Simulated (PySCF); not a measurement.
Correlation energy of Ca⁶⁺ (calcium, charge +6)

[Ne] 3s2 3p2, high-spin 3P determinant. Computed with PySCF 2.14 in an even-tempered Gaussian basis (20 s from 0.19 bohr⁻², ratio 2.5; 13 p from 0.24 bohr⁻², ratio 2.5; 5 d from 1.9 bohr⁻², ratio 2.7; 5 f from 2.9 bohr⁻², ratio 2.7), with scalar relativity by spin-free X2C-1e. Frozen: 1s2; 12 electrons correlated; the 23 highest virtual orbitals of each spin left out.

MP2 pair energies summed by pair of shells (mhartree):

```csv
pair,energy,share (%)
2p-2p,-196.57,47.4
2s-2p,-59.04,14.3
3s-3p,-49.41,11.9
2p-3s,-31.09,7.5
2p-3p,-28.57,6.9
3s-3s,-22.32,5.4
2s-2s,-10.09,2.4
3p-3p,-7.34,1.8
2s-3p,-5.00,1.2
2s-3s,-4.90,1.2
```

Total MP2 correlation energy: -414.34 mhartree.

Same-spin part -105.81 and opposite-spin part -308.53 mhartree; SCS-MP2 scales them by 1/3 and 6/5 to -405.51 mhartree.
